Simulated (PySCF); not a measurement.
The As–H bond energy of AsH₃

Computed with PBE in PySCF with As def2-TZVP, H def2-TZVP; no relativity; density-fitted integrals.

Each entry is the lowest minimum that a search over a few typed start shapes (and spin states, where more than one is plausible) found, or that minimum re-optimised at the stated level; isomers with ligand–ligand bonds, or fragments after loss of a ligand pair, can lie lower.

Total energies (Eh), which compare only within these settings: H atom -0.49964.

```json
{"species": "AsH₂", "2S+1": "2", "group": "C2v", "E (Eh)": "-2236.69378", "ZPE (kJ/mol)": "31.1"}
{"species": "AsH₃", "2S+1": "1", "group": "C3v", "E (Eh)": "-2237.31677", "ZPE (kJ/mol)": "55.4"}
```

Q: What are De and D0 for AsH₃ → AsH₂ + H?

A: De = [(-2236.69378) + (-0.49964) − (-2237.31677)] × 2625.5 = 324 kJ/mol. The zero-point energy changes by -24.3 kJ/mol, so D0 = 300 kJ/mol.

Atoms and open shells are unrestricted, without spin–orbit or basis-set superposition corrections.
